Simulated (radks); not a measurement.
Species: Al10+. Configuration: [He] 2s1. Method: scalar-relativistic Kohn-Sham, r2SCAN, spin-polarised, spherical densities, finite nucleus; open shells are filled with parallel spins first; meta-GGA in the generalised Kohn-Sham scheme; Fermi nuclear charge, rms radius 3.061 fm; computed with a radial shooting solver on a logarithmic mesh with Libxc functionals.

Normalised radial functions P(r) = r R(r), r in bohr:

```
   r/bohr * 1s up (the largest magnitude, 2.61, reaches the edge; | marks zero)
 0.004309 |       *
 0.005348 |         *
 0.006637 |           *
 0.008303 |              *
  0.01031 |                 *
  0.01279 |                    *
    0.016 |                        *
  0.01986 |                             *
  0.02465 |                                  *
  0.03083 |                                       *
  0.03827 |                                            *
   0.0475 |                                                 *
  0.05942 |                                                    *
  0.07375 |                                                      *
  0.09153 |                                                     *
   0.1145 |                                                  *
   0.1421 |                                           *
   0.1764 |                                   *
   0.2207 |                         *
   0.2739 |               *
   0.3399 |        *
   0.4252 |   *
   0.5278 |*
    0.655 *
   0.8195 *
    1.017 *
    1.262 *
    1.579 *
     1.96 *
    2.432 *
    3.043 *
    3.777 *
```

1s up: eigenvalue -1952.7 eV, 0 radial nodes, <r> = 0.119 bohr, 90 % of the charge inside 0.212 bohr.
